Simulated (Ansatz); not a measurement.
`[BH2][GeH2][Cl]` + `FC([SiH3])S` → `BSC(F)[SiH3]` + `[Cl][GeH3]`  (cleavage of the B–Ge bond)

Isolated molecules relaxed with PBE0-D4/def2-TZVP in Ansatz; ΔE leaves out vibrations. CCSD(T)/CBS is the MP2 limit (def2-TZVPP, def2-QZVPP) plus CCSD(T) − MP2 in def2-TZVPP, frozen cores. Functionals use def2-TZVPP. B3LYP here is the variant with VWN-RPA as its local correlation; programs differ in this. HSE06 is defined as in plane-wave codes. For Ge outer-core shells are correlated without core-valence functions, which leaves a few kJ/mol of doubt a bond. Scalar relativity is left out up to krypton. Each species was taken in one conformer, which may not be the lowest.

```tsv
level	ΔE (kcal/mol)	difference from CCSD(T)/CBS
BLYP-D4	-25.7	-1.2
r2SCAN-D4	-26.2	-1.7
B3LYP-D4	-25.3	-0.8
r2SCAN0-D4	-25.7	-1.2
ωB97X-V	-24.6	-0.1
PBE-QIDH	-25.5	-1.0
revPBE	-25.2	-0.7
r2SCAN	-26.1	-1.6
PBE0	-25.3	-0.8
r2SCAN0	-25.6	-1.1
HSE06	-25.3	-0.8
LC-ωPBE	-24.6	-0.1
MP2/def2-TZVPP	-26.1	-1.6
SCS-MP2/def2-TZVPP	-25.2	-0.7
CCSD(T)/def2-TZVPP	-24.9	-0.4
MP2/def2-QZVPP	-26.0	-1.5
CCSD(T)/CBS	-24.5	0
```

Largest T1 diagnostic among the species: 0.014.

At CCSD(T), def2-SVP lies −3.7 kcal/mol from the extrapolated value and def2-TZVPP −0.4 kcal/mol. In def2-TZVPP, CCSD(T) changes the Hartree–Fock value by −1.6 kcal/mol (the triples alone add −0.9 kcal/mol) and MP2 by −2.8 kcal/mol.
